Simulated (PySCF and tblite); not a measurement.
The numbers below are computed, except where a source is named.
## Rearrangement: stationary points, barriers and rates

System: C₇H₁₃BSi, numbered as in [CH3:1][B:2]([CH3:3])[C@@H:4]1[CH:5]=[CH:6][C:7]([SiH3:8])=[CH:9]1.

Motion: shift of B2 from C4 to C9. Geometries: GFN2-xTB; energies: PBE0/pcSseg-1 + D3(BJ), IEF-PCM dichloromethane; zero-point and thermal terms from GFN2-xTB harmonic modes (soft modes blended into free rotors). Rates follow Eyring's equation with the number of equivalent paths and no tunnelling. (PySCF 2.14 with density fitting, tblite 0.8.)

```
 point  symmetry  E(GFN2) kcal/mol  E(DFT) kcal/mol  ZPE change kcal/mol  lowest mode cm⁻¹  dipole D
 start        C1               0.0              0.0                 0.00                28      1.63
saddle        C1               1.3              2.0                 0.10               91i      0.75
   end        C1              -1.9             -1.3                 0.16                41      1.16
```

```json
{
 "Electronic barrier": "2.0 kcal/mol",
 "Barrier with zero-point energy": "2.1 kcal/mol",
 "ΔH‡ (298 K)": "1.4 kcal/mol",
 "ΔS‡ (298 K, symmetry apart)": "-5.4 cal/(mol K)",
 "Paths": "1 equivalent path",
 "End point": "a different minimum",
 "Mean lifetime of the start against this motion at 298 K": "26 ps",
 "Cost": "3.4 min on 1 thread of Arm Neoverse V2 (shared host) (rough), peak memory 1.2 GiB, launched as `OMP_NUM_THREADS=1 python ens_run.py task.json out`"
}
```

```tsv
T/K	ΔG‡ kcal/mol	k s⁻¹	ΔG kcal/mol	k back s⁻¹
200	2.7	4.9×10⁹	-1.0	3.9×10⁸
250	2.9	1.7×10¹⁰	-1.0	2.4×10⁹
298	3.0	3.8×10¹⁰	-0.9	7.8×10⁹
350	3.2	7.3×10¹⁰	-0.9	2×10¹⁰
400	3.4	1.2×10¹¹	-0.9	4×10¹⁰
```

ΔG and ΔG‡ leave out symmetry numbers and mirror images; rates count paths: 1 out, 1 back.

DFT energies on a tight-binding saddle of a bond shift can be off by several kcal/mol. The barrier is low, and the GFN2-xTB saddle may lie off the DFT one, so take it as rough.
